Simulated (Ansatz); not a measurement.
Job for Ansatz (a quantum-chemistry and plane-wave program): R-CCSD(T)/aug-cc-pV(D+d)Z on H7OPSi (a complex). Files ending in .json are basis or fitting sets from the Basis Set Exchange.

Ansatz 0.2 input:
```yaml
crystal:
  periodic: [false, false, false]
  atoms:
    - {symbol: P, position_ang: [-0.24764424, 0.17427799, -0.36627793]}
    - {symbol: H, position_ang: [0.82048349, -0.50433316, -0.99940564]}
    - {symbol: H, position_ang: [-1.26217927, -0.59182909, -0.98737294]}
    - {symbol: H, position_ang: [-0.29698101, 1.22822421, -1.30892415]}
    - {symbol: O, position_ang: [-0.21128017, 0.73650925, 3.04061681]}
    - {symbol: Si, position_ang: [0.19617471, -0.59493006, 3.91836103]}
    - {symbol: H, position_ang: [-0.24304074, 0.64594763, 2.07731843]}
    - {symbol: H, position_ang: [-0.75321059, -1.71717218, 3.70054533]}
    - {symbol: H, position_ang: [0.15965492, -0.18870650, 5.33827874]}
    - {symbol: H, position_ang: [1.55609907, -1.08977178, 3.58100540]}
basis:
  gaussian:
    orbitals: aug-cc-pV_D+d_Z.json
magnetization: {spin_polarized: false}
correlation: {method: ccsd_t, electrons: outside_noble_gas}
scf: {lower_state_search: off}
```

It printed:

```
WARN ansatz: RAYON_NUM_THREADS=1 ignored (pool sized by the plan → 1); use --threads N
Functional definition: HF
these checks for a lower state are left out or cut short: stability, starts, cluster_reference, orbital_swaps, neighbouring_geometries, increment
integrals: 0.42 GiB planned
1473 factors; integrals over basis functions are off by at most 8.4e-4 eV
mean field: 0.48 GiB planned
mean field evaluation 1: about -19280.0982 eV, gradient 3.7e1 eV
mean field evaluation 2: about -19280.2176 eV, gradient 3.7e1 eV
mean field evaluation 4: about -19283.4384 eV, gradient 3.3e0 eV
mean field evaluation 8: about -19283.4974 eV, gradient 1.2e-1 eV
mean field -19283.49756385 eV, -708.6554646475 hartree, gradient 1.3e-6 eV, S^2 0.000000; 0 other end points of the search recorded, 0 dependent functions left out
11 core orbitals not correlated
reference -19283.49756385 eV, -708.6554646475 hartree; 11, 11 occupied and 128, 128 virtual orbitals, 1473 factors
second order -12.59978985 eV of doubles, -0.00000000 eV of singles
coupled cluster: 1.23 GiB planned
cycle   1  -13.60220549 eV  change    -1.0e0 eV  update   9.6e-2
cycle   2  -14.05998786 eV  change   -4.6e-1 eV  update   3.0e-2
cycle   3  -14.15454545 eV  change   -9.5e-2 eV  update   1.4e-2
cycle   4  -14.14926241 eV  change    5.3e-3 eV  update   3.3e-3
cycle   5  -14.14839007 eV  change    8.7e-4 eV  update   1.2e-3
cycle   6  -14.14843959 eV  change   -5.0e-5 eV  update   3.6e-4
cycle   7  -14.14826909 eV  change    1.7e-4 eV  update   1.3e-4
cycle   8  -14.14824037 eV  change    2.9e-5 eV  update   4.4e-5
cycle   9  -14.14825602 eV  change   -1.6e-5 eV  update   1.8e-5
perturbative correction -0.38083107 eV, -0.0139952838 hartree
Total energy: -19298.02665095 eV, -709.1893987501 hartree
Checks for a lower state left out: stability, starts, cluster_reference, orbital_swaps, neighbouring_geometries, increment
```

The run converged.

Cost: roughly 15 core-seconds.
